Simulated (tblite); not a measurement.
C7H11FSi.
Geometry (GFN2-xTB, Å), atoms numbered from 1 in this order:
```
atom  x, y, z in Å
C1     3.364   -0.973    0.124
C2     2.110   -0.716   -0.204
C3     1.367    0.500    0.204
Si4   -0.153    0.095    1.337
C5    -0.897    0.510   -0.344
C6    -2.029    0.313   -1.004
C7    -3.260   -0.266   -0.400
C8     0.412    1.028   -0.891
F9     0.700    0.588   -2.166
H10    3.951   -0.281    0.705
H11    3.857   -1.883   -0.174
H12    1.546   -1.425   -0.797
H13    2.063    1.260    0.557
H14   -0.393    1.079    2.392
H15   -0.247   -1.279    1.822
H16   -2.095    0.575   -2.055
H17   -3.540   -1.181   -0.921
H18   -3.101   -0.490    0.653
H19   -4.090    0.433   -0.496
H20    0.429    2.124   -0.949
```

Computed values, GFN2-xTB/tblite, gas phase, harmonic and unscaled. Errors from tens to a few hundred cm⁻¹ against measured bands are possible. Modes of hydrogen on silicon can be 10 to 20 % off. One conformer, not necessarily the lowest.

Harmonic wavenumbers (cm⁻¹): 29.6, 68.2, 136.0, 148.9, 173.0, 205.3, 223.6, 255.0, 335.2, 352.3, 422.4, 467.9, 490.9, 532.8, 561.1, 619.8, 676.3, 702.9, 756.7, 773.5, 840.4, 874.5, 877.7, 947.8, 993.2, 1019.3, 1025.6, 1063.5, 1085.4, 1118.7, 1138.7, 1157.2, 1213.9, 1250.4, 1283.8, 1295.6, 1309.9, 1395.8, 1419.6, 1472.3, 1476.6, 1703.5, 1724.2, 2267.5, 2294.6, 2896.9, 2976.0, 2998.5, 3013.2, 3021.2, 3038.0, 3059.1, 3095.3, 3125.8.

A = 2217, B = 929.2, C = 748.5 MHz; mass 142.061 u (most abundant isotopes); point group C1, symmetry number 1.

Question: Zero-point energy?

Answer: ½Σν̃ = 33703 cm⁻¹ = 403.17 kJ/mol.

Question: Give the ideal-gas entropy at 273.15 K and 1 bar in the rigid-rotor, harmonic-oscillator model (classical rotation).

Answer: Translation 168.85, rotation 123.27, vibration 123.66: S = 415.8 J/(mol K).

Question: And Cp and H(273.15 K) − H(0)?

Answer: Cp = 165.43 J/(mol K), of which vibrations give 132.17 (their classical limit is 54 R = 449.0); H(273.15 K) − H(0) = 27.03 kJ/mol without the zero-point energy, 17.94 from vibrations.

Question: What must be added to the electronic energy to get the Gibbs energy at 273.15 K and 1 bar?

Answer: ZPE + [H(273.15 K) − H(0)] − T·S = 403.17 + 27.03 − 113.57 = 316.63 kJ/mol.

Question: Blend soft modes into free rotors: weight 1/[1 + (100 cm⁻¹/ν̃)⁴] for the oscillator and the rest for a rotor with moment μB/(μ + B), μ = h/(8π²ν), B = 10⁻⁴⁴ kg m². What vibrational entropy results?

Answer: 113.35 J/(mol K) in place of 123.66, which changes −T·S at 273.15 K by +2.82 kJ/mol.

Question: How do the functions run with temperature in this model?

Answer: 
```json
{"T (K)": "100", "S (J/(mol K))": "298.2", "Cp (J/(mol K))": "82.1", "H − H(0) (kJ/mol)": "5.59", "G − H(0) (kJ/mol)": "-24.23", "ln q(vib)": "2.03"}
{"T (K)": "200", "S (J/(mol K))": "370.0", "Cp (J/(mol K))": "130.1", "H − H(0) (kJ/mol)": "16.22", "G − H(0) (kJ/mol)": "-57.78", "ln q(vib)": "4.86"}
{"T (K)": "300", "S (J/(mol K))": "431.9", "Cp (J/(mol K))": "178.2", "H − H(0) (kJ/mol)": "31.64", "G − H(0) (kJ/mol)": "-97.92", "ln q(vib)": "7.75"}
{"T (K)": "500", "S (J/(mol K))": "543.2", "Cp (J/(mol K))": "259.8", "H − H(0) (kJ/mol)": "75.91", "G − H(0) (kJ/mol)": "-195.67", "ln q(vib)": "13.52"}
{"T (K)": "800", "S (J/(mol K))": "683.5", "Cp (J/(mol K))": "336.2", "H − H(0) (kJ/mol)": "166.37", "G − H(0) (kJ/mol)": "-380.42", "ln q(vib)": "21.76"}
{"T (K)": "1000", "S (J/(mol K))": "762.2", "Cp (J/(mol K))": "369.0", "H − H(0) (kJ/mol)": "237.07", "G − H(0) (kJ/mol)": "-525.16", "ln q(vib)": "26.84"}
```

q(vib) and H(0) count from the zero-point level.

Question: Which modes carry the vibrational entropy at 273.15 K?

Answer: 29.6 cm⁻¹: 23.77; 68.2 cm⁻¹: 16.87; 136.0 cm⁻¹: 11.26; 148.9 cm⁻¹: 10.54; 173.0 cm⁻¹: 9.37; 205.3 cm⁻¹: 8.06 J/(mol K); the other 48 give 43.78 together.

Hindered rotation and anharmonicity are outside this model. Other conformers, if any are populated, would add a mixing term that is left out. The structure is chiral; the term R ln 2 for an equal mix with its mirror image is left out.
